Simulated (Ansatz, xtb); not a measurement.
# Two isomers of H5NSSiZn

We compare I, `S[SiH2][NH][ZnH]`, a singlet, with II, `[SiH3][NH][Zn][SH]`, a singlet. Both are isolated molecules in the gas phase, relaxed with PBE0-D3(BJ)/def2-SVP; the shapes shown needn't be the lowest conformers.

I (Å):

```xyz
9

N     0.4317    0.2116   -0.9113
S     0.1709    1.1058   -4.0408
Si   -0.0340    1.5085   -1.9304
Zn   -0.6714   -0.6312    0.2819
H    -0.5762   -0.0197   -4.0088
H    -1.4620    1.7996   -1.5811
H     0.7680    2.7633   -1.7933
H     1.3893   -0.1166   -1.0172
H    -1.5963   -1.3340    1.2704
```

II (Å):

```xyz
9

N    -0.9272    1.0903   -0.6519
S     1.7992    2.5662   -3.1591
Si   -1.2199    1.6561    0.9521
Zn    0.3099    1.7705   -1.8002
H    -0.9710    0.6274    2.0162
H    -2.6159    2.1621    1.1721
H    -0.2759    2.7968    1.1862
H    -1.4947    0.3094   -0.9715
H     0.9560    3.5053   -3.6458
```

Question: Which of the two would you expect CCSD(T)/def2-SVP + ΔMP2/def2-TZVPP electronic energies to favour?

Answer: Structure II; the calculation gives E(II) − E(I) = −0.175 eV.

The same difference at several levels:

```tsv
level	geometry	E(II) − E(I) (eV)	departure from the last row (eV)	job, with rough time for the two
PBE0-D3(BJ)/def2-SVP	PBE0-D3(BJ)/def2-SVP	−0.189	−0.015	optimisation, 59 s
HF/def2-SVP	PBE0-D3(BJ)/def2-SVP	−0.349	−0.175	part of the CCSD(T) run
MP2/def2-SVP	PBE0-D3(BJ)/def2-SVP	−0.251	−0.076	part of the CCSD(T) run
CCSD(T)/def2-SVP	PBE0-D3(BJ)/def2-SVP	−0.254	−0.080	single point
CCSD(T)/def2-SVP + ΔMP2/def2-TZVPP	PBE0-D3(BJ)/def2-SVP	−0.175		single point, 37 s
```

As drawn, II has 1 S–Zn, 1 Si–H in place of 1 S–Si, 1 Zn–H.

None of the levels shown reverses the order. The largest departure from CCSD(T)/def2-SVP + ΔMP2/def2-TZVPP is that of HF/def2-SVP, 0.175 eV. Levels run at GFN2-xTB geometries aren't shown. The last row adds to CCSD(T) the change of the MP2 difference between the two basis sets, here +0.080 eV.

With harmonic frequencies from PBE0-D3(BJ)/def2-SVP (ideal gas, rigid rotor, one conformer each, 1000 K, 1 atm): on the last row, ΔE + ΔZPE = −0.165 eV. A mode under 50 cm⁻¹ makes harmonic enthalpies and free energies unreliable, so none is given.

The correlated steps freeze 16 core orbitals; the last core shell of Zn is correlated, in a basis made for valence electrons. Codes used: Ansatz 0.2.0; the last row on 2 threads of Arm Neoverse V1 on a shared host.
